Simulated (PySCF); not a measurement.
## Curvature of the energy in the electron number along the alkaline earths, charge +1

Calculated with PySCF 2.14, in def2-SVP, non-relativistic, def2-SVP with the def2 core potential (46 electrons), ECP: one orbital is emptied in steps, and each cell gives the departure of E from the straight line at half an electron, in eV (from a cubic fit). The exact functional gives zero.

```
species   orbital    LDA    PBE   PBE0  BHandHLYP  LC-wPBE   UHF
    Be⁺  2s alpha  -0.88  -0.92  -0.68      -0.52    -0.07  0.00
    Mg⁺  3s alpha  -0.76  -0.82  -0.60      -0.45    -0.04  0.00
    Ca⁺  4s alpha  -0.59  -0.63  -0.46      -0.34     0.00  0.00
    Ba⁺  6s alpha  -0.51  -0.54  -0.39      -0.29     0.02  0.00
```

Question: How does the mean departure depend on the functional?

Answer: LDA -0.68 eV; PBE -0.73 eV; PBE0 -0.53 eV; BHandHLYP -0.40 eV; LC-wPBE -0.02 eV; UHF 0.00 eV. Semilocal functionals are convex (delocalisation error), Hartree-Fock is concave or straight, and exact exchange removes curvature roughly in proportion to its share, so among the functionals the range-separated hybrids usually come closest to zero.

No spin-orbit coupling is included.
